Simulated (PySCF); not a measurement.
Working out the excitation energy of Ne+

Ne+ [He] 2s2 2p5 (2P) → Ne+ [He] 2s1 2p5 3s1 (4P). Calculation: PySCF 2.14, in aug-cc-pwCVDZ (5s4p2d, 27 functions); no relativity, point nucleus. Frozen: nothing. Energies in hartree (1 hartree = 27.21139 eV):

```json
{"part": "UHF", "Ne+ (lower)": "-127.767046", "Ne+ (upper)": "-125.823139"}
{"part": "CCSD correlation", "Ne+ (lower)": "-0.195429", "Ne+ (upper)": "-0.213882"}
{"part": "(T)", "Ne+ (lower)": "-0.001892", "Ne+ (upper)": "-0.005328"}
```

Q: What does Hartree-Fock give?

A: (-125.823139) − (-127.767046) = 1.943907 hartree = 52.896 eV.

Q: What do CCSD and CCSD(T) give?

A: The CCSD correlation energies differ by -0.018453 hartree = -0.502 eV and the triples by -0.003436 hartree = -0.093 eV, so CCSD gives 52.394 eV and CCSD(T) 52.301 eV.

The upper state lies above the first ionisation limit, where it may autoionise and the basis confines it. A Rydberg-like electron needs more diffuse functions than a valence basis has.

A double-zeta basis recovers only part of the correlation energy.

The coupled-cluster amplitudes are large, so a single reference is strained.
